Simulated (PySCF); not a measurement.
C3H12O2Si3.
SMILES: `C[SiH2]O[Si@@H]1CC[SiH2]O1`

The closed-shell ground state was solved at several levels (PySCF, density fitting, gas phase, non-relativistic). One conformer (not necessarily the lowest) at the PBE0-D3(BJ)/def2-SVP geometry, without solvent, vibrations or thermal averaging.

| level | basis functions | HOMO (eV) | LUMO (eV) | gap (eV) | dipole (D) |
| --- | --- | --- | --- | --- | --- |
| B3LYP/def2-SVPD | 274 | -7.86 | 0.04 | 7.90 | 1.79 |
| PBE0/pcSseg-1 | 217 | -8.09 | 0.51 | 8.60 | 1.86 |

Task: What might CAM-B3LYP/pcSseg-1 (217 basis functions) give for the same quantities?

Result: HOMO -9.46 eV, LUMO 1.53 eV, gap 10.99 eV, dipole 1.85 D.

Task: Over all these levels, which gives the widest orbital gap and which the narrowest?

Result: CAM-B3LYP/pcSseg-1 (range-separated hybrid) has the widest, 10.99 eV, and B3LYP/def2-SVPD (global hybrid, 20 % exact exchange) the narrowest, 7.90 eV. Functional and basis both differ between the two, so the spread mixes both effects.

Task: How far do the dipole and the HOMO energy spread over the levels?

Result: The dipole runs from 1.79 to 1.86 D (mean 1.84 D) and the HOMO from -9.46 to -7.86 eV.
